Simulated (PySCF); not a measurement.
# Excitation energy of Mg by level of theory

Mg [Ne] 3s2 (1S) → Mg [Ne] 3s1 4s1 (3S), as a difference of total energies. All numbers are calculated (PySCF 2.14, the non-relativistic Hamiltonian (point nucleus), in aug-cc-pV5Z (8s7p5d4f3g2h, 131 functions)). Correlated levels: valence: [Ne] frozen. The calculations carry no spin-orbit coupling.

```
           method  excitation energy (eV)
              UHF                   4.203
              LDA                   5.048
              PBE                   4.934
             PBE0                   4.897
           r2SCAN                   4.825
           revPBE                   4.891
        BHandHLYP                   5.077
    MP2 (valence)                   4.823
SCS-MP2 (valence)                   4.994
```

Question: How much does correlation contribute at MP2 (valence)?

Answer: 4.823 − (4.203) = 0.620 eV, measured against UHF.

For comparison: 5.108 eV (measured; NIST levels).
